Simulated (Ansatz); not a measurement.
Consider the substitution at a C–C bond: `N#CC(F)(F)F` + `O[SiH](Cl)Cl` → `FC(F)(F)O[SiH](Cl)Cl` + `C#N`.

Computed with Ansatz on PBE0-D4/def2-TZVP structures; ΔE is electronic, products minus reactants. CCSD(T)/CBS adds triple-zeta CCSD(T) − MP2 to the extrapolated MP2 energy (def2 sets, frozen cores). This one scheme is used for every species. Functionals use def2-TZVPP. B3LYP here is the variant with VWN-RPA as its local correlation; programs differ in this. One conformer a species, not always the lowest.

Question: Is it downhill or uphill in electronic energy at CCSD(T)/CBS, and by how much? (Best estimate.)

Answer: Computed: Downhill: ΔE = -5.9 kcal/mol.

Question: What do these levels give: B3LYP-D4, PBE, MP2/def2-TZVPP, CCSD/def2-TZVPP, CCSD(T)/def2-TZVPP, SCS-MP2/def2-QZVPP? (Estimate.)

Answer: Computed: B3LYP-D4 -5.6, PBE -2.1, MP2/def2-TZVPP -4.8, CCSD/def2-TZVPP -6.3, CCSD(T)/def2-TZVPP -5.9, SCS-MP2/def2-QZVPP -4.9 kcal/mol.

Largest T1 diagnostic among the species: 0.014.

In def2-TZVPP, CCSD(T) changes the Hartree–Fock value by +3.3 kcal/mol (the triples alone add +0.4 kcal/mol) and MP2 by +4.4 kcal/mol. From PBE to PBE0 (25 % exact exchange), in def2-TZVPP and without D4, ΔE moves by −2.1 kcal/mol.
